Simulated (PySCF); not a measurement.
F2Si, SMILES [Si](F)F (connectivity only; charge and spin as stated), charge -1, multiplicity 2.

The structure is a stationary point at PBE-D3(BJ)/def2-TZVPD. The multiplicity is an assumed one; other spin states were not compared. The isomer is the one that the SMILES or the coordinates give; other isomers of the formula were not compared.

Level of theory: r2SCAN/def2-TZVPD run with PySCF.

The molecule is in vacuum. A positive occupied level means that this level leaves the electron formally unbound; only the finite basis holds it.

Computed frontier levels, dipole moment and polarisability:
The α spin, highest occupied and lowest empty level is 2.23 and 4.64 eV and the β spin, highest occupied and lowest empty level is -0.73 and 4.15 eV. The dipole moment about the centre of nuclear charge is 1.69 D, the mean static polarisability comes out as 66.4 bohr³ (9.84 Å³) and the polarisability, principal values is 55.4, 55.7, 88.2 bohr³. The ⟨S²⟩ is 0.766 (pure state 0.75).
